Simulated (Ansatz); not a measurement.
A structure relaxed at PBE-D4/def2-SVP in Ansatz, charge 0, singlet:

```xyz
18

Al   -1.132   -1.200    1.946
Al   -1.126    2.153   -0.814
Al    1.803   -0.961   -1.192
P    -2.022    0.050    0.046
P     1.189    1.400   -1.108
P     1.166   -1.427    1.118
H    -1.772   -2.669    1.951
H    -1.127   -0.206    3.201
H    -1.716    2.410   -2.282
H    -1.179    3.212    0.386
H     0.696   -1.675   -2.106
H     3.382   -1.131   -1.389
H    -2.149   -0.855   -1.055
H    -3.415    0.262    0.301
H     1.712    2.035   -2.277
H     2.023    2.040   -0.139
H     1.621   -2.744    1.440
H     2.047   -0.695    1.974
```

Problem. Give its formula.

Solution. Al₃P₃H₁₂ (started as a model of: (H2Al-mu-PH2)3).

Problem. Summarise the bond lengths by kind (pairs closer than 1.2 times the sum of covalent radii, bridged metal pairs left out).

Solution. 6 × Al–P 2.44 to 2.45 Å; 6 × Al–H 1.60 Å; 6 × H–P 1.43 Å.
